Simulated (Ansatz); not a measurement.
A CCSD(T) single point on `OCB(F)[SiH2]Cl`.

```yaml
crystal:
  periodic: [false, false, false]
  atoms:
    - {symbol: O, position_ang: [-1.237143, 1.409691, -0.027055]}
    - {symbol: C, position_ang: [-1.461699, 0.033348, 0.211361]}
    - {symbol: B, position_ang: [-0.236872, -0.910005, -0.035135]}
    - {symbol: F, position_ang: [-0.428455, -2.220204, 0.043361]}
    - {symbol: Si, position_ang: [1.634900, -0.188002, -0.427557]}
    - {symbol: Cl, position_ang: [1.979087, 1.267972, 1.021125]}
    - {symbol: H, position_ang: [-0.508696, 1.705495, 0.527925]}
    - {symbol: H, position_ang: [-1.869648, -0.154196, 1.220477]}
    - {symbol: H, position_ang: [-2.265615, -0.277535, -0.469769]}
    - {symbol: H, position_ang: [1.741246, 0.468538, -1.754465]}
    - {symbol: H, position_ang: [2.718495, -1.192102, -0.289568]}
basis:
  gaussian: {orbitals: def2-SVP}
correlation: {method: ccsd_t}
```

```sh
$ ansatz run in.yaml --threads 4 --pin off --events-out ev --progress --plain
```

Log, shortened:

```
Functional definition: HF
1131 factors; integrals over basis functions are off by at most 1.2e-3 eV
mean field evaluation 1: about -26877.8284 eV, gradient 3.6e1 eV
mean field evaluation 2: about -26877.9085 eV, gradient 3.6e1 eV
mean field evaluation 4: about -26881.0002 eV, gradient 3.7e0 eV
mean field evaluation 8: about -26881.0516 eV, gradient 1.9e-1 eV
mean field -26881.05181323 eV, -987.8604335049 hartree, gradient 1.5e-6 eV, S^2 0.000000; 0 other end points of the search recorded, 0 dependent functions left out
14 core orbitals not correlated: weight in the atoms' cores, before any rotation towards them, 1.000 or more for the frozen orbitals, at most 0.000 for the correlated occupied ones
reference -26881.05181323 eV, -987.8604335049 hartree; 18, 18 occupied and 85, 85 virtual orbitals, 1131 factors
second order -22.13482923 eV of doubles, -0.00000000 eV of singles
cycle   1  -23.01845928 eV  change   -8.8e-1 eV  update   1.1e-1
cycle   2  -23.55630814 eV  change   -5.4e-1 eV  update   3.1e-2
cycle   3  -23.69086325 eV  change   -1.3e-1 eV  update   1.7e-2
cycle   4  -23.68654583 eV  change    4.3e-3 eV  update   4.0e-3
cycle   5  -23.68419702 eV  change    2.3e-3 eV  update   1.7e-3
cycle   6  -23.68449383 eV  change   -3.0e-4 eV  update   5.6e-4
cycle   7  -23.68428992 eV  change    2.0e-4 eV  update   1.8e-4
cycle   8  -23.68423644 eV  change    5.3e-5 eV  update   7.2e-5
cycle   9  -23.68427273 eV  change   -3.6e-5 eV  update   3.2e-5
perturbative correction -0.55618681 eV, -0.0204394883 hartree
Total energy: -26905.29227277 eV, -988.7512539624 hartree
```

Run time 6 s (4 threads of a server CPU on a shared host); peak host memory 0.64 GiB.

Correlation energy per correlated electron: -0.673 eV. T1 diagnostic: 0.0121.
